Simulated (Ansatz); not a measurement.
ClGeH5Si, SMILES `Cl[SiH2][GeH3]` at its PBE0-D4/def2-TZVP geometry, where that method's forces vanish. The species carries charge 0 and has multiplicity 1.

```
atom   x (Å)   y (Å)   z (Å)
 Cl1  -1.755  -1.448  -1.310
 Si2  -0.557  -0.980   0.303
 Ge3   0.648   1.013  -0.176
  H4  -1.436  -0.814   1.487
  H5   0.357  -2.126   0.535
  H6   1.529   0.807  -1.417
  H7   1.545   1.382   1.018
  H8  -0.331   2.166  -0.440
```

(1) For each bond, give half the difference of the two atoms' forces along it (eV/Å; positive pushes the atoms apart) under PBE-D4, r2SCAN-D4, B3LYP-D4, ωB97M-V in def2-TZVPP. (Estimate.)

## Answers

(1) Ansatz gave: 
| bond | length (Å) | PBE-D4 | r2SCAN-D4 | B3LYP-D4 | ωB97M-V |
| --- | --- | --- | --- | --- | --- |
| Cl1–Si2 | 2.062 | 0.19 | 0.06 | 0.24 | 0.13 |
| Si2–Ge3 | 2.377 | -0.09 | -0.02 | 0.08 | 0.01 |
| Si2–H4 | 1.484 | 0.09 | -0.01 | -0.12 | -0.14 |
| Si2–H5 | 1.484 | 0.09 | -0.01 | -0.12 | -0.14 |
| Ge3–H6 | 1.536 | 0.09 | -0.04 | -0.01 | -0.06 |
| Ge3–H7 | 1.538 | 0.08 | -0.04 | -0.01 | -0.06 |
| Ge3–H8 | 1.536 | 0.09 | -0.04 | -0.01 | -0.06 |

B3LYP here is the variant with VWN-RPA as its local correlation; programs differ in this.
